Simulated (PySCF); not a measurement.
**Calculated NMR parameters of FCOC1=COCCC1**

* Formula: C6H9FO2
* SMILES: FCOC1=COCCC1
* InChI: InChI=1S/C6H9FO2/c7-5-9-6-2-1-3-8-4-6/h4H,1-3,5H2
* Point group of the computed structure: C1
* Degrees of unsaturation: 2
* Carbon signals: 6
* Proton signals: 5

Atoms are numbered as in `[F:1][CH2:2][O:3][C:4]1=[CH:5][O:6][CH2:7][CH2:8][CH2:9]1` (H(Xn): hydrogen on atom n).

Rapidly exchanging positions averaged, no relativistic terms, single conformer, gas phase. Shielding tensors at PBE0/pcSseg-1 (GIAO); geometry from GFN2-xTB; PySCF 2.14.0 with density-fitted response routines.

Referencing at the same level of theory: ¹H, ¹³C vs TMS; CFCl3 for ¹⁹F; ¹⁷O vs H2O.

| carbon | δC, type | δH (multiplicity) | HMBC from (2–3 bonds) | span of the C tensor (ppm) |
| --- | --- | --- | --- | --- |
| C2 | 103.5, CH2 | 5.72 (m) | – | 56 |
| C4 | 145.5, C | – | H(C5), H(C2), H(C9), H(C8) | 144 |
| C5 | 134.6, CH | 6.65 (s) | H(C7), H(C9) | 138 |
| C7 | 67.3, CH2 | 3.95 (m) | H(C5), H(C9), H(C8) | 58 |
| C8 | 25.2, CH2 | 1.79 (m) | H(C7), H(C9) | 12 |
| C9 | 28.0, CH2 | 2.35 (m) | H(C5), H(C7), H(C8) | 11 |

Other nuclei:
```tsv
atoms	nucleus	environment	δ (ppm)	σ (ppm)
F1	¹⁹F	fluorine on an sp3 carbon	-170.4	341.4
O3	¹⁷O	ether oxygen	142.2	193.9
O6	¹⁷O	ether oxygen	80.5	255.6
```

- Carbon types of the structure: 1 × C, 1 × CH, 4 × CH2, which accounts for all hydrogens.
- δC 145.5, 134.6: alkene carbon bearing oxygen.
- δC 103.5: sp3 CH2 bonded to F and O; 2 electronegative neighbours deshield it.
- δC 67.3: sp3 CH2 bonded to O; the inductive effect lowers its shielding.
- δC 28.0: allylic sp3 CH2; saturated and bonded to C and H only.
- δC 25.2: sp3 CH2 in a ring; saturated and bonded to C and H only.

Splittings by ¹⁹F in the carbon and heteronuclear signals aren't shown, as no couplings were computed. Shifts are as computed. Against solution values, carbons near 30 ppm lie about +3 ppm off and those near 130 ppm about +5 ppm. Of 1309 compounds with measured shifts, 239 miss one by over three times the rms of a fit or turn the order of signals round; such compounds aren't used in these exercises. Unscaled 19F shifts against computed CFCl3 carry errors that often reach 10 to 50 ppm. Experimental scales use liquid or dissolved standards, which lie at an offset from isolated H2O (liquid H2O: subtract about 36 ppm). Multiplicities follow the n + 1 count of equivalent neighbours, as no J values were calculated; m marks all less simple cases, F and P coupling included.
